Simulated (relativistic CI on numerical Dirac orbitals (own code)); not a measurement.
**Ni I: computed level list**

Computed by Dirac-Coulomb-Breit CI, separate exchange-only KLI orbitals for each configuration, QED by a radiative potential, valence Slater integrals scaled by 0.85, P86 correlation estimate, and configurations built on the next ion tied to the tabulated ionisation energy (semi-empirical) (own radial code, finite nucleus).

Configurations in the expansion (outside the closed core [Ar]): 3d8.4s2, 3d10, 3d9.4s, 3d9.4p, 3d9.4d, 3d9.5s, 3d9.4f, 3d8.4s.4p, 3d8.4p2, 3d8.4s.4d, 3d9.5p, 3d8.4s.5s, 3d8.4s.6s, 3d8.4s.5p, 3d8.4s.6p, 3d8.4s.4f, 3d8.4s.5d, 3d8.4s.5g, 3d8.4s.5f, 3d8.4s.6d, 3d8.4s.6g, 3d8.4d2, 3d7.4s2.4p. Levels of other configurations are missing.

The lowest level is 3d8.4s2 3F_4, with 95 % of that term; Hund's rules for 3d8.4s2 give 3F with J = 4, in agreement.

| No. | Configuration | Term | J | E (cm⁻¹) | % | Next component (%) | Lifetime (s) |
| --- | --- | --- | --- | --- | --- | --- | --- |
| 1 | 3d8.4s2 | 3F | 4 | 0.0 | 95 | 4 3d8.4p2 3F |  |
| 2 | 3d8.4s2 | 3F | 3 | 1294.4 | 95 | 4 3d8.4p2 3F | 1.77e+01 |
| 3 | 3d8.4s2 | 3F | 2 | 2163.8 | 95 | 4 3d8.4p2 3F | 4.26e+01 |
| 4 | 3d9.4s | 3D | 3 | 6863.8 | 98 | 1 3d8.4p2 3D |  |
| 5 | 3d9.4s | 3D | 2 | 7549.9 | 92 | 6 1D | 6.86e+01 |
| 6 | 3d9.4s | 3D | 1 | 8299.5 | 98 | 1 3d8.4p2 3D | 4.53e+01 |
| 7 | 3d9.4s | 1D | 2 | 10303.2 | 83 | 8 3d8.4s2 1D | 7.42e+00 |
| 8 | 3d8.4s2 | 1D | 2 | 14433.3 | 75 | 12 3P | 1.67e+00 |
| 9 | 3d8.4s2 | 3P | 2 | 17093.0 | 83 | 11 1D | 3.82e+00 |
| 10 | 3d8.4s2 | 3P | 1 | 17455.4 | 95 | 4 3d8.4p2 3P | 6.03e+00 |
| 11 | 3d8.4s2 | 3P | 0 | 17700.1 | 95 | 4 3d8.4p2 3P | 1.47e+01 |
| 12 | 3d8.4s.4p‡ | 5D° | 4 | 21665.6 | 96 | 2 5F° |  |
| 13 | 3d8.4s2 | 1G | 4 | 21755.3 | 95 | 4 3d8.4p2 1G | 2.06e+00 |
| 14 | 3d8.4s.4p‡ | 5D° | 3 | 22545.6 | 94 | 3 5F° |  |
| 15 | 3d8.4s.4p‡ | 5G° | 6 | 22691.7 | 99 | 1 3d8.4s.5p 5G° |  |
| 16 | 3d8.4s.4p‡ | 5G° | 5 | 23023.9 | 73 | 25 5F° |  |
| 17 | 3d8.4s.4p‡ | 5D° | 2 | 23267.9 | 95 | 3 5F° |  |
| 18 | 3d8.4s.4p‡ | 5G° | 4 | 23541.3 | 78 | 18 5F° |  |
| 19 | 3d8.4s.4p‡ | 5F° | 5 | 23755.1 | 74 | 24 5G° |  |
| 20 | 3d8.4s.4p‡ | 5D° | 1 | 23780.2 | 97 | 1 5F° |  |
| 21 | 3d8.4s.4p‡ | 5G° | 3 | 24040.0 | 85 | 12 5F° |  |
| 22 | 3d8.4s.4p‡ | 5D° | 0 | 24044.1 | 98 | 1 3d8.4s.5p 5D° |  |
| 23 | 3d8.4s.4p‡ | 5F° | 4 | 24442.0 | 77 | 18 5G° |  |
| 24 | 3d8.4s.4p‡ | 5G° | 2 | 24451.1 | 92 | 6 5F° |  |
| 25 | 3d8.4s.4p‡ | 5F° | 3 | 24968.3 | 82 | 13 5G° |  |
| 26 | 3d8.4s.4p‡ | 5F° | 2 | 25329.3 | 89 | 6 5G° |  |
| 27 | 3d8.4s.4p‡ | 5F° | 1 | 25540.0 | 97 | 1 5D° |  |
| 28 | 3d8.4s.4p‡ | 3G° | 5 | 27224.0 | 96 | 3 5G° | 2.25e-07 |
| 29 | 3d8.4s.4p‡ | 3G° | 4 | 27381.1 | 83 | 11 1G° | 3.36e-07 |
| 30 | 3d8.4s.4p‡ | 3D° | 3 | 27832.4 | 73 | 11 3F° | 1.40e-07 |
| 31 | 3d8.4s.4p‡ | 3G° | 3 | 28087.5 | 82 | 8 3D° | 2.75e-07 |
| 32 | 3d8.4s.4p‡ | 3F° | 4 | 28204.7 | 86 | 8 3d9.4p 3F° | 1.19e-07 |
| 33 | 3d8.4s.4p‡ | 3D° | 2 | 28245.8 | 75 | 9 3d9.4p 3D° | 1.64e-07 |
| 34 | 3d8.4s.4p‡ | 3F° | 3 | 28642.5 | 66 | 11 3G° | 1.56e-07 |
| 35 | 3d8.4s.4p‡ | 3D° | 1 | 28897.1 | 87 | 11 3d9.4p 3D° | 1.56e-07 |
| 36 | 3d8.4s.4p‡ | 3F° | 2 | 29254.1 | 83 | 7 3D° | 1.43e-07 |
| 37 | 3d8.4s.4p‡ | 1G° | 4 | 30274.4 | 86 | 11 3G° | 7.21e-07 |
| 38 | 3d9.4p | 3P° | 2 | 30880.6 | 75 | 12 3d8.4s.4p 1D° | 1.49e-08 |
| 39 | 3d8.4s.4p‡ | 1F° | 3 | 31312.2 | 72 | 17 3d9.4p 1F° | 2.48e-07 |
| 40 | 3d8.4s.4p‡ | 1D° | 2 | 31467.2 | 56 | 20 3d9.4p 1D° | 5.53e-08 |
| 41 | 3d9.4p | 3P° | 1 | 31828.2 | 89 | 6 3d8.4s.4p 3P° | 1.19e-08 |
| 42 | 3d9.4p | 3P° | 0 | 32379.2 | 92 | 7 3d8.4s.4p 3P° | 1.20e-08 |
| 43 | 3d9.4p | 3F° | 4 | 32514.8 | 81 | 17 3d8.4s.4p 3F° | 8.88e-09 |
| 44 | 3d9.4p | 3F° | 3 | 32776.3 | 64 | 17 1F° | 9.36e-09 |
| 45 | 3d9.4p | 3D° | 3 | 33265.8 | 63 | 30 3d8.4s.4p 3D° | 6.20e-09 |
| 46 | 3d9.4p | 3F° | 2 | 33531.0 | 66 | 15 3d8.4s.4p 3F° | 8.89e-09 |
| 47 | 3d9.4p | 3D° | 2 | 33980.9 | 53 | 20 3d8.4s.4p 3D° | 6.73e-09 |
| 48 | 3d9.4p | 1F° | 3 | 34364.9 | 59 | 18 3F° | 9.84e-09 |
| 49 | 3d9.4p | 3D° | 1 | 34579.9 | 68 | 26 3d8.4s.4p 3D° | 6.55e-09 |
| 50 | 3d9.4p | 1D° | 2 | 35641.0 | 61 | 25 3d8.4s.4p 1D° | 7.15e-09 |
| 51 | 3d9.4p | 1P° | 1 | 36057.9 | 90 | 3 3d8.4s.4p 1P° | 9.74e-09 |
| 52 | 3d10 | 1S | 0 | 36608.8 | 92 | 6 3d8.4s2 1S |  |
| 53 | 3d8.4s.4p‡ | 5P° | 3 | 37616.3 | 76 | 19 3D° | 4.90e-07 |
| 54 | 3d8.4s.4p‡ | 5P° | 2 | 37788.7 | 78 | 10 3D° | 3.38e-07 |
| 55 | 3d8.4s.4p‡ | 5P° | 1 | 38125.3 | 87 | 7 3P° | 7.76e-07 |
| 56 | 3d8.4s.4p‡ | 3F° | 4 | 39072.4 | 64 | 33 5D° | 4.13e-08 |
| 57 | 3d8.4s.4p‡ | 3D° | 1 | 39218.8 | 87 | 6 5P° | 8.93e-08 |
| 58 | 3d8.4s.4p‡ | 3D° | 2 | 39264.6 | 52 | 30 3F° | 6.55e-08 |
| 59 | 3d8.4s.4p‡ | 3F° | 3 | 39287.0 | 71 | 14 5D° | 4.50e-08 |
| 60 | 3d8.4s.4p‡ | 3F° | 2 | 39495.3 | 59 | 32 3D° | 4.26e-08 |
| 61 | 3d8.4s.4p‡ | 3P° | 0 | 39669.2 | 93 | 4 5D° | 1.46e-07 |
| 62 | 3d8.4s.4p‡ | 3D° | 3 | 39674.3 | 72 | 17 5P° | 4.57e-08 |
| 63 | 3d8.4s.4p‡ | 3P° | 1 | 40027.1 | 83 | 6 5P° | 1.08e-07 |
| 64 | 3d8.4s.4p‡ | 3P° | 2 | 40373.9 | 85 | 7 5P° | 6.61e-08 |
| 65 | 3d8.4s.4p‡ | 3G° | 5 | 40723.7 | 86 | 12 3d8.4s.5p 3G° | 1.85e-09 |
| 66 | 3d8.4s.4p‡ | 5D° | 4 | 40757.3 | 48 | 43 3F° | 6.08e-09 |
| 67 | 3d8.4s.4p‡ | 5D° | 3 | 40795.3 | 77 | 15 3F° | 4.08e-08 |
| 68 | 3d8.4s.4p‡ | 5D° | 2 | 40814.5 | 91 | 3 3D° | 3.03e-07 |
| 69 | 3d8.4s.4p‡ | 5D° | 1 | 40857.3 | 94 | 2 3P° |  |
| 70 | 3d8.4s.4p‡ | 5D° | 0 | 40888.4 | 95 | 3 3P° |  |

Energies count from the lowest computed level; ° marks odd parity; lifetimes are radiative, by E1, M1, E2 decay to levels of this space only; some are left blank where a channel outside the calculation adds to the decay or the decay crosses a small, uncertain gap. ‡ marks configurations that were not tied to measured data.

The mean weight of the leading LS term, summed over parents, in these 70 levels is 82 %, and that of the leading jj configuration (from the same eigenvectors) 52 %, so LS coupling describes them better.

Configurations that consist of the next ion and one excited electron were tied to the tabulated ionisation energy; Rydberg ones are usually within 1,000 to 3,000 cm⁻¹ and the lowest ones within about 6,000 (9,000 in d shells), while levels on excited terms of the next ion carry the error of that term, and the other configurations can be misplaced by 10,000 cm⁻¹ or more. Rates follow the energies as ν³ (E1, M1) or ν⁵ (E2), so rates, branching and lifetimes can be off by large factors. The fine structure of a lone outer electron comes out too small, for d and f at times inverted, and misplaced configurations move strength between like terms.

Landé's interval rule says that E(J) − E(J−1) = AJ with one A. For the ground term the intervals give A = -289.8, -323.6 cm⁻¹ for J = 3, 4; the multiplet is inverted.
